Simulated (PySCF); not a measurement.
C3H3ClN3 (charge -1).
Geometry (GFN2-xTB, Å), atoms numbered from 1 in this order:
```
atom  x, y, z in Å
C1    -1.410   -0.283   -0.013
C2     0.079   -0.257    0.028
N3     0.862   -1.338    0.166
N4     2.117   -0.931    0.159
N5     2.211    0.374    0.022
C6     0.955    0.819   -0.062
Cl7    0.555    2.490   -0.252
H8    -1.777    0.131   -0.955
H9    -1.755   -1.311    0.083
H10   -1.828    0.313    0.802
```

Definitions: NICS(0) = −σiso at the ring centroid; NICS(1) = −σiso and NICS(1)zz = −σzz at ±1 Å along the ring normal z. Level: GIAO PBE0/pcSseg-1 (PySCF, non-relativistic, gas phase) on the GFN2-xTB geometry, one conformer.

Ring bond lengths (Å), with Mayer bond orders in brackets: C2–N3 1.342 (1.43), N3–N4 1.320 (1.36), N4–N5 1.316 (1.36), N5–C6 1.335 (1.43), C6–C2 1.391 (1.32).

Task: Give the NICS values of each ring in ppm.

Result: 
```csv
ring,type,NICS(0),"NICS(1), two faces","NICS(1)zz, two faces",rms pucker (Å),"centre to ring atoms, mean (Å)"
C2–N3–N4–N5–C6,5-membered ring with 3 N; formal bonds all aromatic,-11.3,-13.2 / -13.2,-32.8 / -32.8,0.00,1.14
```

Task: What do they say, and how far can they be read as aromaticity?

Result: 
- C2–N3–N4–N5–C6: mean NICS(1)zz -32.8 ppm, shielded. The ring is flat and has no four-coordinate atom; by the NICS criterion it is aromatic.

Task: What does the geometric index give? Use HOMA with the parameters of Krygowski (1993).

Result: 
- C2–N3–N4–N5–C6: HOMA 0.99; the largest term is that of N3–N4, α(R − Ropt)² = 0.02. The geometric and the magnetic index point the same way.

Task: How shielded are the nuclei of the rings and their hydrogens (means over atoms taken as equivalent)?

Result: 
```csv
atoms,environment,σ isotropic (ppm),"principal values of the symmetric part, first atom (ppm)"
C2,substituted aromatic carbon,54.6,"-32.7, 65.0, 131.6"
N3,ring nitrogen,-112.8,"-282.2, -196.5, 140.4"
N4,ring nitrogen,-146.3,"-398.5, -171.7, 131.4"
N5,two-coordinate ring nitrogen,-104.5,"-272.3, -187.7, 146.6"
C6,aromatic C–Cl carbon,50.3,"-37.0, 73.6, 114.4"
```

Cost: about 40 s of CPU time on one thread; the machine was shared, so the figure is rough. This is the whole shielding run at PBE0/pcSseg-1, SCF included.
